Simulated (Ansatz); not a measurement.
Geometry optimisation, Ansatz 0.2.0, RKS r2SCAN-D4/STO-3G.

Input file:

```yaml
crystal:
  periodic: [false, false, false]
  atoms:
    - { symbol: Al, position_ang: [0.0, 0.0, 0.0] }
    - { symbol: O, position_ang: [0.0, 0.0, 1.78] }
    - { symbol: H, position_ang: [-0.9095, -0.2814, 2.1171] }
    - { symbol: O, position_ang: [1.5415, 0.0, -0.89] }
    - { symbol: H, position_ang: [1.8414, -0.9519, -1.0449] }
    - { symbol: O, position_ang: [-1.5415, 0.0, -0.89] }
    - { symbol: H, position_ang: [-2.0512, -0.8467, -0.6815] }
basis:
  gaussian: { orbitals: STO-3G }
hamiltonian:
  xc: r2scan
  dispersion: d4
relax:
  f_tol: 0.02
  max_steps: 40
output:
  orbitals: {}
```

Run as:

```bash
$ ansatz run input.yaml --threads 1 --pin off --max-ram 2048MiB --backend cpu --events-out ev --progress --plain --runs-dir out
```

Question: Where does it end, and by what steps?

Answer: The run converged. Limits of this set-up: minimal basis. After 11 steps the energy has fallen by 0.834 eV; H5 moved furthest, 0.77 Å.

| step | energy less start (eV) | largest force component (eV/Å) | accepted |
| --- | --- | --- | --- |
| 0 | 0.0000 | 1.903 | yes |
| 1 | -0.3220 | 0.974 | yes |
| 2 | -0.4065 | 1.084 | yes |
| 3 | -0.4815 | 0.565 | yes |
| 4 | -0.6026 | 0.765 | yes |
| 5 | -0.6676 | 0.349 | yes |
| 6 | -0.7732 | 0.388 | yes |
| 7 | -0.8295 | 0.224 | yes |
| 8 | -0.8302 | 0.229 | yes |
| 9 | -0.8315 | 0.211 | yes |
| 10 | -0.8332 | 0.128 | yes |
| 11 | -0.8336 | 0.009 | yes |

```xyz
7
Properties=species:S:1:pos:R:3
Al 0.086 -0.274 0.101
O -0.077 -0.027 1.787
H -1.086 -0.068 1.946
O 1.676 -0.266 -0.518
H 1.536 -0.426 -1.517
O -1.209 -0.527 -0.996
H -2.047 -0.492 -0.412
```

Time of the run: 27 s on 1 thread of Arm Neoverse V1, on a shared host, peak memory 0.12 GiB.
